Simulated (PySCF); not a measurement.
**Mayer bond orders and bond lengths**

Species: C5H9ClOSi2.
SMILES with atom numbers: `[Cl:1][CH2:2][C:3]#[C:4][C@@H:5]1[CH2:6][SiH2:7][O:8][SiH2:9]1` (hydrogens: H10, H11 on C2; H12 on C5; H13, H14 on C6; H15, H16 on Si7; H17, H18 on Si9)

Structure used (GFN2-xTB), in Å, numbered top down from 1:
```xyz
18
C5H9ClOSi2 angstrom
Cl     3.830    2.227   -1.191
C      3.610    0.486   -0.743
C      2.254    0.240   -0.335
C      1.106    0.125    0.003
C     -0.268   -0.089    0.366
C     -0.855   -1.332   -0.338
Si    -2.751   -1.115   -0.388
O     -2.803    0.524   -0.280
Si    -1.439    1.393   -0.033
H      3.870   -0.094   -1.630
H      4.317    0.285    0.063
H     -0.310   -0.251    1.450
H     -0.466   -1.370   -1.358
H     -0.516   -2.243    0.156
H     -3.439   -1.640    0.788
H     -3.361   -1.469   -1.662
H     -1.680    2.244    1.124
H     -1.106    2.085   -1.270
```

Bond orders from the PBE0/pcSseg-1 density (PySCF). Isolated species at its GFN2-xTB geometry (one conformer only).

(1) Where do the orders between heavy atoms depart from those drawn in the SMILES?

(2) Set the Mayer orders of the bonds beside their lengths.

Results:

(1) The largest departure is 0.529, at C3–C4 (drawn triple, 2.471). Drawn single, order above 1.12: C2–C3 (1.142). Drawn single, order below 0.88: Si9–C5 (0.810). Drawn double or triple, more than 0.30 short of the drawn order: C3–C4 (2.471).

(2) 
| bond | drawn as | length (Å) | Mayer order |
| --- | --- | --- | --- |
| Cl1–C2 | single | 1.811 | 1.022 |
| C2–C3 | single | 1.438 | 1.142 |
| C3–C4 | triple | 1.202 | 2.471 |
| C4–C5 | single | 1.437 | 1.081 |
| C5–C6 | single | 1.544 | 0.994 |
| C6–Si7 | single | 1.908 | 0.897 |
| Si7–O8 | single | 1.643 | 0.917 |
| O8–Si9 | single | 1.636 | 0.945 |
| Si9–C5 | single | 1.930 | 0.810 |
| C2–H10 | single | 1.091 | 0.911 |
| C2–H11 | single | 1.091 | 0.914 |
| C5–H12 | single | 1.097 | 0.905 |
| C6–H13 | single | 1.093 | 0.948 |
| C6–H14 | single | 1.090 | 0.949 |
| Si7–H15 | single | 1.460 | 0.930 |
| Si7–H16 | single | 1.456 | 0.934 |
| Si9–H17 | single | 1.456 | 0.929 |
| Si9–H18 | single | 1.456 | 0.930 |

By pair of heavy elements: C–C: lowest C5–C6 (0.994, 1.544 Å), highest C3–C4 (2.471, 1.202 Å). C–Si: lowest Si9–C5 (0.810, 1.930 Å), highest C6–Si7 (0.897, 1.908 Å). O–Si: lowest Si7–O8 (0.917, 1.643 Å), highest O8–Si9 (0.945, 1.636 Å).

Sum the orders of all bonds at each heavy atom with more than one neighbour and set the sums beside the valence in the SMILES.

C2 3.989 (drawn 4), C3 3.613 (drawn 4), C4 3.552 (drawn 4), C5 3.790 (drawn 4), C6 3.788 (drawn 4), Si7 3.678 (drawn 4), O8 1.862 (drawn 2), Si9 3.614 (drawn 4). Orders between atoms that aren't bonded are not in these sums.

The Mayer order sums products of elements of PS (density times overlap matrix) between the two atoms' basis functions, so it depends on the basis set.

These values come from a run that also computed NMR shieldings. The run took 1.9 min of wall time on an Intel Xeon at 2.50 GHz with one thread, shared host with 64 logical CPUs at a one-minute load of 64, and the process peaked at 1.1 GiB of memory.
